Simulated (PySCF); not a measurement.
B(OH)(SiH3)2, SMILES OB([SiH3])[SiH3] at its PBE0/def2-SVP optimised geometry (Å):

```
11

B     -1.1670     0.1554    -1.6101
O     -1.9817     0.7357    -2.5189
H     -2.1773     1.6636    -2.3374
Si    -0.4348     1.1842     0.0000
H      1.0632     1.1842     0.0000
H     -0.8855     0.5553     1.2830
H     -0.8976     2.6152     0.0000
Si    -0.6868    -1.8050    -1.9078
H     -1.0632    -2.6152    -0.7029
H      0.7978    -1.9439    -2.0733
H     -1.3531    -2.4040    -3.1072
```

Level of theory: PySCF 2.14.0 with PBE0/def2-TZVP. Cells within 0.4 Å of a nucleus heavier than hydrogen are left out (blank, or x).

Map of the deformation density (molecule minus spherical neutral atoms) (e/bohr³) on the plane z = 0.0 Å:

```
|11111111111111111111111111111|
|11111111111111111111111111111|
|11111111111111111111111111111|
|11111111111111111111111111111|
|11111111111111111111111111111|
|11111111111111111111111111111|
|11111111111232111111111111111|
|11111111112894211111111111111|
|11111111113785211111111111111|
|11111111111342123211111111111|
|111111111100xx158611111111111|
|111111111100xx269811111111111|
|11111111111110034311111111111|
|11111111111110012111111111111|
|11111111111110011111111111111|
|11111111111111111111111111111|
|11111111111111111111111111111|
|11111111111111111111111111111|
|11111111111111111111111111111|
|11111111111111111111111111111|
|11111111111111111111111111111|
|11111111111111111111111111111|
|11111111111111111111111111111|
|11111111111111111111111111111|
|11111111111111111111111111111|
|11111111111111111111111111111|
|11111111111111111111111111111|
|11111111111111111111111111111|
|11111111111111111111111111111|
```
Scale: ten equal steps from -0.015 (start of '0') to 0.066 (end of '9'), in the order '0123456789'; x runs from -5.00 to 5.00, y from -5.00 (bottom) to 5.00 (top).
